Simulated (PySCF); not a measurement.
Boron oxyfluoride, BFO, SMILES O=BF (CAM-B3LYP/def2-SVP optimised geometry):

```
3

F      1.242     0.000     0.000
B     -0.040     0.000     0.000
O     -1.242     0.000     0.000
```

Computed with CAM-B3LYP/def2-TZVP run with PySCF 2.14.0.

What are the frontier orbital energies and the dipole moment?

HOMO-2 -13.76 eV, HOMO-1 -11.84 eV, HOMO -11.84 eV, LUMO 0.24 eV, LUMO+1 2.17 eV; dipole moment 2.16 D.

On the same geometry PBE/def2-TZVP (PySCF 2.14.0) gives HOMO-2 -10.22 eV, HOMO-1 -8.68 eV, HOMO -8.68 eV, LUMO -1.32 eV, LUMO+1 0.30 eV; dipole moment 2.05 D.

Meta-Löwdin charges at CAM-B3LYP/def2-TZVP: F1 -0.23, B2 0.67, O3 -0.44.
